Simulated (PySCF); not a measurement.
C6H12O2.

```xyz
20

C     -0.3580    -3.9616     0.0000
C      0.4701    -2.6766     0.0000
C     -0.3919    -1.4109     0.0000
C      0.4416    -0.1431     0.0000
O     -0.4608     0.9787     0.0000
C      0.1169     2.1994     0.0000
C     -0.9261     3.2897     0.0000
O      1.3152     2.3649     0.0000
H     -1.0073    -4.0154    -0.8893
H      0.2871    -4.8539     0.0000
H     -1.0073    -4.0154     0.8893
H      1.1347    -2.6655     0.8822
H      1.1347    -2.6655    -0.8822
H     -1.0520    -1.4038     0.8844
H     -1.0520    -1.4038    -0.8844
H      1.0931    -0.0776     0.8867
H      1.0931    -0.0776    -0.8867
H     -1.5707     3.1902     0.8864
H     -1.5707     3.1902    -0.8864
H     -0.4325     4.2681     0.0000
```
Charge 0, spin multiplicity 1.

Geometry optimised at TPSSh-D3(BJ)/def2-SVP. The values are those of a single conformer.

Level of theory: B3LYP/pcSseg-1 run with PySCF. Non-relativistic, no solvent.

Computed absolute GIAO shielding of each atom: isotropic value and principal components (ppm):
```
atom  σ(iso)     σ11     σ22    σ33   span
----  ------  ------  ------  -----  -----
C1     161.8   150.3   154.8  180.2   29.9
C2     155.5   146.6   155.3  164.5   17.9
C3     143.4   122.3   143.1  164.9   42.6
C4     109.0    85.3    94.5  147.3   62.0
O5     104.5   -82.0   165.5  230.0  312.0
C6       1.6  -100.6    41.0   64.4  165.0
C7     156.6   133.6   148.6  187.6   54.1
O8    -135.6  -427.2  -256.4  276.9  704.1
H9      30.4    26.5    28.6   36.0    9.5
H10     30.1    25.7    27.5   37.0   11.3
H11     30.4    26.5    28.6   36.0    9.5
H12     30.2    25.3    30.2   35.1    9.7
H13     30.2    25.3    30.2   35.1    9.7
H14     29.9    25.7    30.5   33.4    7.7
H15     29.9    25.7    30.5   33.4    7.7
H16     27.6    23.2    28.9   30.6    7.3
H17     27.6    23.2    28.9   30.6    7.3
H18     29.2    25.6    28.7   33.4    7.7
H19     29.2    25.6    28.7   33.4    7.7
H20     29.7    25.7    28.2   35.1    9.4
```
